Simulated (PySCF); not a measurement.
CCl₃, SMILES Cl[C-](Cl)Cl, charge -1.

Coordinates come from a PBE-D3(BJ)/def2-SVPD optimisation.

Computed with PySCF with PBE-D3(BJ)/def2-SVPD.

Frequencies are harmonic and unscaled.

Modes within 1.5 cm⁻¹ of each other (mostly degenerate sets) share a row, with their intensities summed.

Computed harmonic wavenumbers and intensities:
```tsv
mode	ν (cm⁻¹)	IR (km/mol)	moving atoms (share of kinetic energy)
1–2	197	29.4	Cl 100 %
3	266	2.6	Cl 97 %
4–5	443	415.8	C 85 %, Cl 15 %
6	544	0.7	C 87 %, Cl 13 %
```
